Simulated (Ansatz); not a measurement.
Ge₁₈H₂₄⁺, a nanocrystal cut from hexagonal germanium. Total charge 1; doublet. Geometry PBE-D4/def2-SVP, that of the neutral singlet; atoms count from 1.

```xyz
42

Ge   -1.2927    0.9552   -4.5045
Ge    1.1267    0.5513   -4.6153
Ge   -2.0758    0.7161   -2.1967
Ge   -1.5691   -1.5396   -1.3859
Ge    1.9925    0.0426   -2.3819
Ge    0.8606   -1.9420   -1.4973
Ge   -2.3510   -1.8079    0.9204
Ge   -1.8422   -4.0720    1.7017
Ge    1.7173   -2.4821    0.7335
Ge    0.5781   -4.4714    1.5941
Ge   -0.9019    2.3165   -0.7604
Ge    1.5279    1.9147   -0.8714
Ge   -1.6751    2.1025    1.5545
Ge   -1.1718   -0.1724    2.3121
Ge    2.3936    1.4311    1.3689
Ge    1.2579   -0.5742    2.2003
Ge   -0.4966    3.7164    2.9693
Ge    1.9237    3.3185    2.8566
H    -2.0372   -0.0578   -5.4228
H    -1.6105    2.3878   -5.0243
H     1.4171   -0.6382   -5.5767
H     1.8441    1.8088   -5.1876
H    -3.6136    0.9673   -2.1031
H    -2.2827   -2.5877   -2.2977
H     3.5312   -0.2164   -2.4282
H     1.1149   -3.1497   -2.4543
H    -3.8858   -1.5299    0.9828
H    -2.5868   -5.1154    0.8184
H    -2.3395   -4.2502    3.1661
H     3.2587   -2.7154    0.6540
H     0.8693   -5.6890    0.6689
H     1.1171   -4.8156    3.0135
H    -1.1835    3.7669   -1.2664
H     2.2144    3.2046   -1.4226
H    -3.2175    2.3369    1.6093
H    -1.6283   -0.3339    3.7969
H     3.9286    1.1600    1.2837
H     1.7686   -0.8964    3.6406
H    -0.8136    5.1655    2.4968
H    -0.9831    3.5813    4.4419
H     2.6421    4.5959    2.3314
H     2.4739    3.0179    4.2816
```

Single mean-field runs in def2-TZVP are fitted with def2-universal-jkfit.

Q: Estimate the Mulliken populations of the heavy atoms from the PBE0/def2-TZVP orbitals of Ansatz.

A: 
| atom | charge (e) | spin (α − β) |
| --- | --- | --- |
| Ge1 | 0.00 | 0.05 |
| Ge2 | 0.00 | 0.05 |
| Ge3 | -0.09 | 0.09 |
| Ge4 | -0.03 | 0.06 |
| Ge5 | -0.09 | 0.09 |
| Ge6 | -0.03 | 0.06 |
| Ge7 | -0.09 | 0.09 |
| Ge8 | 0.00 | 0.05 |
| Ge9 | -0.09 | 0.09 |
| Ge10 | 0.00 | 0.05 |
| Ge11 | -0.04 | 0.01 |
| Ge12 | -0.04 | 0.01 |
| Ge13 | -0.09 | 0.07 |
| Ge14 | -0.04 | 0.02 |
| Ge15 | -0.09 | 0.07 |
| Ge16 | -0.04 | 0.02 |
| Ge17 | 0.00 | -0.01 |
| Ge18 | 0.00 | -0.01 |
Mulliken values depend strongly on the basis.

Q: Where does the spin sit?

A: Summed by element: Ge 0.83, H 0.17, of 1 unpaired in all. Largest on single atoms: Ge7 0.09, Ge9 0.09, Ge5 0.09.

Q: And the Mayer bond orders between heavy atoms (over 0.3)?

A: Ge1–Ge2 0.87 (2.46 Å); Ge1–Ge3 0.79 (2.45 Å); Ge2–Ge5 0.79 (2.45 Å); Ge3–Ge4 0.78 (2.45 Å); Ge3–Ge11 0.84 (2.45 Å); Ge4–Ge6 0.85 (2.47 Å); Ge4–Ge7 0.79 (2.45 Å); Ge5–Ge6 0.78 (2.45 Å); Ge5–Ge12 0.84 (2.45 Å); Ge6–Ge9 0.79 (2.45 Å); Ge7–Ge8 0.78 (2.45 Å); Ge7–Ge14 0.84 (2.45 Å); Ge8–Ge10 0.87 (2.46 Å); Ge9–Ge10 0.78 (2.45 Å); Ge9–Ge16 0.84 (2.45 Å); Ge11–Ge12 0.83 (2.47 Å); Ge11–Ge13 0.80 (2.45 Å); Ge12–Ge15 0.80 (2.45 Å); Ge13–Ge14 0.80 (2.45 Å); Ge13–Ge17 0.85 (2.45 Å); Ge14–Ge16 0.83 (2.47 Å); Ge15–Ge16 0.80 (2.45 Å); Ge15–Ge18 0.85 (2.45 Å); Ge17–Ge18 0.86 (2.46 Å).
